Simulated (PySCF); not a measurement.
H4Si2, SMILES [SiH3][SiH] (connectivity only; charge and spin as stated), neutral, multiplicity 1. Atoms are numbered in the order given.

```xyz
6

Si    -0.1745     1.0090     0.8236
H     -0.1839     1.8819    -0.4447
Si     0.1676    -0.8666    -0.5928
H      0.9919    -0.7024    -1.8342
H     -1.2729    -1.0274    -1.0299
H      0.5609    -2.1464     0.0782
```
Charge 0, spin multiplicity 1.

Geometry optimised at PBE-D3(BJ)/def2-TZVP. The isomer is the one that the SMILES or the coordinates give; other isomers of the formula were not compared.

Method: PBE-D3(BJ)/def2-TZVP run with PySCF 2.14.0.

Frequencies are harmonic and unscaled.

Computed vibrational spectrum:
| mode | ν (cm⁻¹) | IR (km/mol) | moving atoms (share of kinetic energy) |
|---|---|---|---|
| 1 | 127 | 12.7 | H 83 %, Si 17 % |
| 2 | 260 | 3.5 | H 93 % |
| 3 | 400 | 11.6 | H 96 % |
| 4 | 417 | 10.0 | Si 82 %, H 18 % |
| 5 | 676 | 53.4 | H 89 %, Si 11 % |
| 6 | 804 | 145.4 | H 91 %, Si 9 % |
| 7 | 868 | 31.5 | H 98 % |
| 8 | 915 | 58.3 | H 97 % |
| 9 | 1967 | 146.9 | H 97 % |
| 10 | 2066 | 42.1 | H 97 % |
| 11 | 2137 | 81.4 | H 97 % |
| 12 | 2155 | 95.3 | H 96 % |
